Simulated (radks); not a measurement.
Task: All-electron atom: O- in [He] 2s2 2p5. Method: non-relativistic Kohn-Sham, LDA (Slater exchange, Perdew-Wang correlation), spin-polarised, spherical densities, point nucleus; open shells are filled with parallel spins first; Watson sphere of charge +1 and radius 2.62 bohr; computed with a radial shooting solver on a logarithmic mesh with Libxc functionals. Some entries of the table are withheld. Estimate them.

| orbital | occ. | eigenvalue (hartree) | r(max) (bohr) | <r^2> (bohr^2) |
|---|---|---|---|---|
| 1s up | 1 | -18.59921 | 0.1300 | (1) |
| 1s down | 1 | -18.57522 | 0.1300 | (2) |
| 2s up | 1 | -0.78858 | 0.8838 | 1.738 |
| 2s down | 1 | -0.73842 | 0.8897 | 1.800 |
| 2p up | 3 | -0.26848 | 0.8372 | (3) |
| 2p down | 2 | -0.22377 | 0.8540 | (4) |

Result: 
(1) 1s up <r^2> (bohr^2): 0.05459
(2) 1s down <r^2> (bohr^2): 0.05446
(3) 2p up <r^2> (bohr^2): 2.723
(4) 2p down <r^2> (bohr^2): 3.104
